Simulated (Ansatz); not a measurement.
Consider the hydrogenolysis of a Te–Si bond: `O[SiH2][TeH]` + H₂ → H₂Te + silanol.

Calculated with Ansatz (gas phase, PBE0-D4/def2-TZVP geometries, no zero-point term in ΔE). CBS: MP2 limit from def2 TZ/QZ plus the TZ coupled-cluster correction, frozen cores. This one scheme is used for every species. Functionals use def2-TZVPP. HSE06 is defined as in plane-wave codes. def2 core potentials past Kr. For Te outer-core shells are correlated without core-valence functions, which leaves a few kJ/mol of doubt a bond. Each species was taken in one conformer, which may not be the lowest.

(1) Is it downhill or uphill in electronic energy at CCSD(T)/CBS, and by how much? (An estimate is asked.)

(2) What do these levels give: PBE-D4, HSE06-D4, r2SCANh, CCSD(T)/def2-SVP, HF/CBS(def2), CCSD/CBS(def2)? (Estimate.)

(3) What do rigid-rotor, harmonic-oscillator terms from PBE0-D4/def2-TZVP frequencies (298.15 K, 1 bar) make of the CCSD(T)/CBS value? (Estimate.)

Largest T1 diagnostic among the species: 0.011.

Results:

(1) The calculation gave: Uphill: ΔE = +48.7 kJ/mol.

(2) Ansatz gave: PBE-D4 54.8, HSE06-D4 50.8, r2SCANh 48.7, CCSD(T)/def2-SVP 25.7, HF/CBS(def2) 17.4, CCSD/CBS(def2) 43.1 kJ/mol.

(3) Computed: ΔZPE = +5.5 kJ/mol, ΔH = +50.5 kJ/mol, ΔS = 27 J/(mol·K), ΔG = +42.4 kJ/mol.

At CCSD(T), def2-SVP lies −23.0 kJ/mol from the extrapolated value and def2-TZVPP −9.6 kJ/mol. In def2-TZVPP, CCSD(T) changes the Hartree–Fock value by +21.5 kJ/mol (the triples alone add +5.6 kJ/mol) and MP2 by +33.9 kJ/mol. From PBE to PBE0 (25 % exact exchange), in def2-TZVPP and without D4, ΔE moves by −3.6 kJ/mol.
